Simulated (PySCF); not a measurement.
A calculated (UHF, PySCF 2.14, dyall-acv3z, the spin-free X2C one-electron Hamiltonian (Gaussian nucleus)) atom or ion has these occupied shells.

```tsv
shell	electrons	orbital energy (eV)	rms radius, mean of both spins (bohr)
1s α	1	-1902.0	0.129
1s β	1	-1901.5	0.129
2s α	1	-192.28	0.613
2s β	1	-191.80	0.613
2p α	3	-140.56	0.596
2p β	3	-139.65	0.596
3p α	2	-25.949	2.39
```

**Question.** Name the element and its charge.

**Answer.** Si²⁺ (silicon, charge +2), in [Ne] 3p2, high-spin 3P determinant (an excited configuration).
